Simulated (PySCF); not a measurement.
How methods differ on the excitation energy of F²⁺

F²⁺ [He] 2s2 2p3 (4S) → F²⁺ [He] 2s2 2p2 3d1 (high-spin determinant), as a difference of total energies. All numbers are calculated (PySCF 2.14, scalar relativity by spin-free X2C-1e, in x2c-TZVPPall with one added diffuse shell each of s, p, d type (6s4p3d1f, 40 functions)). Correlated levels: valence: 1s2 frozen; valence and next inner shell: nothing frozen. The calculations carry no spin-orbit coupling.

```tsv
method	excitation energy (cm⁻¹)
UHF	398850
LDA	394920
PBE	390570
PBE0	393880
r2SCAN	398060
M06-L	397050
BHandHLYP	395340
B97-3	394270
TPSSh	393390
MP2 (valence)	391390
SCS-MP2 (valence)	387790
MP2 (valence and next inner shell)	391510
SCS-MP2 (valence and next inner shell)	387880
```

A first-order spin-orbit estimate (lowest level to lowest level, LS coupling) adds -0.037 eV.

The promoted electron is Rydberg-like, and one or two diffuse shells describe it only roughly, which tends to raise the upper state.

The determinant of the upper state mixes LS terms, which raises its energy above the lowest term, most at the Hartree-Fock and MP2 levels.
